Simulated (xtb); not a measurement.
CrF$_{2}$O$_{2}$, singlet, geometry from GFN2-xTB (such geometries of metal compounds can be far from the true shape). Base run: GFN2-xTB run with xtb.

Here is a job for xtb.
```
$ xtb mol.xyz --gfn 2 --json

# file mol.xyz
5

Cr     0.05209847    -0.00918190     0.01711959
O      1.23511899    -0.33445517    -0.92728600
O      0.50205912     0.02829272     1.49812372
F     -0.56708148     1.48699299    -0.39379254
F     -1.11600608    -1.19036352    -0.15927100
```

The base run was repeated with changes; each row names its change, and settings that it needs were set with it.

| change | ΔE vs base (kcal/mol) | HOMO-LUMO gap (eV) | dipole (D) | G_solv (kcal/mol) | SCF cycles |
|---|---|---|---|---|---|
| base | 0.000 | 3.02 | 2.53 | - | 16 |
| gbsa = toluene | -0.220 | 3.04 | 2.61 | -0.25 | 17 |
| gbsa = chcl3 | -2.08 | 3.04 | 2.57 | -2.17 | 17 |
| etemp = 5000 | -1.69 | 3.09 | 2.37 | - | 18 |
| acc = 30 | 0.000 | 3.02 | 2.53 | - | 15 |
| alpb = ch2cl2 | -2.03 | 3.03 | 2.57 | -2.09 | 17 |
| etemp = 10000 | ? | ? | ? | - | 17 |

Task: Fill in the missing entries.

Result: 
- etemp = 10000, ΔE vs base (kcal/mol): -27.70
- etemp = 10000, HOMO-LUMO gap (eV): 3.35
- etemp = 10000, dipole (D): 1.90

ALPB and GBSA are two models with their own fitted parameters for each solvent, which aren't always the measured dielectric constant.
